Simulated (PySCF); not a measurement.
A structure optimised at GFN2-xTB (Å):
```
atom  x, y, z in Å
C1     2.1300    0.1192   -0.1326
N2     0.8459    0.6803   -0.4595
O3     0.7977    1.8983   -0.8435
C4    -0.3890    0.0216   -0.0341
C5    -1.4997    0.4454   -0.9979
C6    -0.7252    0.5001    1.3879
C7    -0.2297   -1.4971   -0.0605
H8     2.8854    0.8556   -0.4006
H9     2.3069   -0.7995   -0.6954
H10    2.2094   -0.1013    0.9360
H11   -1.5421    1.5297   -1.0486
H12   -2.4587    0.0632   -0.6604
H13   -1.2981    0.0645   -1.9965
H14   -1.6820    0.0944    1.7052
H15    0.0385    0.1814    2.0944
H16   -0.7812    1.5859    1.4009
H17   -1.1893   -1.9558    0.1656
H18    0.0827   -1.8345   -1.0459
H19    0.4889   -1.8424    0.6780
```

Doublet state.

Question: Read off the bonds between heavy atoms and their formal orders.

Answer: C1–N2 1.44 Å (single); N2–O3 1.28 Å (single); N2–C4 1.46 Å (single); C4–C5 1.53 Å (single); C4–C6 1.54 Å (single); C4–C7 1.53 Å (single). Bonds to hydrogen (Å): C1–H8 1.09; C1–H9 1.09; C1–H10 1.09; C5–H11 1.09; C5–H12 1.09; C5–H13 1.09; C6–H14 1.09; C6–H15 1.09; C6–H16 1.09; C7–H17 1.09; C7–H18 1.09; C7–H19 1.09.

Question: Which species is it?

Answer: `CN([O])C(C)(C)C`, C5H12NO.

Question: What is the point group of this geometry?

Answer: C1 (no symmetry element, even within 0.4 Å).

Question: Classify the heavy atoms.

Answer: C1: carbon bonded to N and 3 H; N2: nitrogen bonded to 2 C and O; O3: oxygen bonded to N; C4: carbon bonded to 3 C and N; C5/C6/C7: carbon bonded to C and 3 H.

Question: What is the arrangement about C1?

Answer: It has 4 neighbours (N2, H8, H9, H10) and is tetrahedral (angles from 107.4° to 111.4°).

Question: What is the arrangement about C5?

Answer: It has 4 neighbours (C4, H11, H12, H13) and is tetrahedral (angles from 108.3° to 110.3°).

All values are computed, not measured.
